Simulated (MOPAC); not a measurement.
Input file for MOPAC: PM3 on CHBrO (a complex), monomers drawn apart or pushed together.

```
PM3 1SCF PRECISE CHARGE=0 THREADS=1
CHBrO

C      0.04178921 1     0.29991577 1     0.66764628 1
O      0.04410533 1     0.49336441 1    -0.43862246 1
Br     0.03055064 1    -0.68054200 1     6.28292042 1
H      0.03348518 1    -0.43456099 1     4.87487631 1
```

The log:

```
*******************************************************************************
 **                                                                           **
 **                              MOPAC v23.2.5                                **
 **                                                                           **
 *******************************************************************************
 ** MOPAC's Digital Object Identifier: https://doi.org/10.5281/zenodo.6511958 **
 **                                                                           **
 ** Please cite the open-source release paper for use of this MOPAC version:  **
 ** J. E. Moussa and J. J. P. Stewart (2026)                                  **
 ** MOPAC: An open-source semiempirical molecular orbital program             **
 ** J. Open Source Softw., 11(119), 8025, https://doi.org/10.21105/joss.08025 **
 *******************************************************************************

                              PM3 CALCULATION RESULTS

 *******************************************************************************
 *  PM3        - The PM3 Hamiltonian to be used
 *
 *
 *
 *                 CHARGE ON SYSTEM = 0
 *
 *
 *
 *  PRECISE    - TIGHTER CRITERIA TO BE USED
 *  1SCF       - DO 1 SCF AND THEN STOP
 *  THREADS=1  - MULTI-THREADING NOT USED
 *  T=         - A TIME OF 172800.0 SECONDS REQUESTED
 *  DUMP=N     - RESTART FILE WRITTEN EVERY 7200.0 SECONDS REQUESTED
 *******************************************************************************
PM3 1SCF PRECISE CHARGE=0 THREADS=1
 CHBrO

   ATOM   CHEMICAL          X               Y               Z
  NUMBER   SYMBOL      (ANGSTROMS)     (ANGSTROMS)     (ANGSTROMS)

     1       C          0.04178921  *   0.29991577  *   0.66764628  *
     2       O          0.04410533  *   0.49336441  *  -0.43862246  *
     3      Br          0.03055064  *  -0.68054200  *   6.28292042  *
     4       H          0.03348518  *  -0.43456099  *   4.87487631  *



          CARTESIAN COORDINATES

    NO.       ATOM           X           Y           Z

     1         C          0.0418      0.2999      0.6676
     2         O          0.0441      0.4934     -0.4386
     3        Br          0.0306     -0.6805      6.2829
     4         H          0.0335     -0.4346      4.8749

  H: (PM3): J. J. P. STEWART, J. COMP. CHEM. 10, 209 (1989).
  C: (PM3): J. J. P. STEWART, J. COMP. CHEM. 10, 209 (1989).
  O: (PM3): J. J. P. STEWART, J. COMP. CHEM. 10, 209 (1989).
 Br: (PM3): J. J. P. STEWART, J. COMP. CHEM. 10, 209 (1989).

           Empirical Formula: C H O Br  =     4 atoms



      MOLECULAR POINT GROUP   :   C*v


      RHF CALCULATION, NO. OF DOUBLY OCCUPIED LEVELS = 9


 -------------------------------------------------------------------------------
 PM3 1SCF PRECISE CHARGE=0 THREADS=1
 CHBrO



     1SCF WAS SPECIFIED, SO BFGS WAS NOT USED
     SCF FIELD WAS ACHIEVED


                              PM3 CALCULATION
                                                       MOPAC v23.2.5 Linux




          FINAL HEAT OF FORMATION =        -14.24170 KCAL/MOL =     -59.58728 KJ/MOL


          COSMO AREA              =        119.17 SQUARE ANGSTROMS
          COSMO VOLUME            =         87.77 CUBIC ANGSTROMS

          IONIZATION POTENTIAL    =         12.198853 EV
          HOMO LUMO ENERGIES (EV) =        -12.199  0.040
          NO. OF FILLED LEVELS    =          9
          MOLECULAR WEIGHT        =        108.9223         POINT GROUP:  C*v

          MOLECULAR DIMENSIONS (Angstroms)

            Atom       Atom       Distance
           Br     3    O     2     6.82330
            C     1    O     2     0.00025
            C     1    H     4     0.00007


          SCF CALCULATIONS        =          1





   ATOM   CHEMICAL          X               Y               Z
  NUMBER   SYMBOL      (ANGSTROMS)     (ANGSTROMS)     (ANGSTROMS)

     1       C          0.04178921  *   0.29991577  *   0.66764628  *
     2       O          0.04410533  *   0.49336441  *  -0.43862246  *
     3      Br          0.03055064  *  -0.68054200  *   6.28292042  *
     4       H          0.03348518  *  -0.43456099  *   4.87487631  *

                             CARTESIAN COORDINATES

   1    C        0.041789210     0.299915770     0.667646280
   2    O        0.044105330     0.493364410    -0.438622460
   3   Br        0.030550640    -0.680542000     6.282920420
   4    H        0.033485180    -0.434560990     4.874876310


           Empirical Formula: C H O Br  =     4 atoms



      MOLECULAR POINT GROUP   :   C*v


                  EIGENVALUES
 -40.48326 -21.51277 -20.83358 -16.44460 -16.44460 -15.46110 -13.17076 -12.19885
 -12.19885   0.03955   0.92902   0.92902   5.98565


              NET ATOMIC CHARGES AND DIPOLE CONTRIBUTIONS

  ATOM NO.   TYPE          CHARGE      No. of ELECS.   s-Pop       p-Pop
    1          C           0.146706        3.8533     1.83603     2.01727
    2          O          -0.146666        6.1467     1.81332     4.33334
    3         Br          -0.126981        7.1270     1.88403     5.24295
    4          H           0.126941        0.8731     0.87306
 DIPOLE           X         Y         Z       TOTAL
 POINT-CHG.     0.000     0.014    -0.080     0.081
 HYBRID         0.003     0.258    -1.475     1.498
 SUM            0.003     0.272    -1.555     1.579


          ATOMIC ORBITAL ELECTRON POPULATIONS

     Atom    s        px        py        pz
    1  C   1.83603   0.54051   0.55225   0.92450
    2  O   1.81332   1.45949   1.45815   1.41571
    3 Br   1.88403   2.00000   1.97758   1.26538
    4  H   0.87306

 **********************
 *                    *
 * JOB ENDED NORMALLY *
 *                    *
 **********************




 == MOPAC DONE ==
```

The run finished.

Cost: about 0.020 core-seconds (a rough figure).
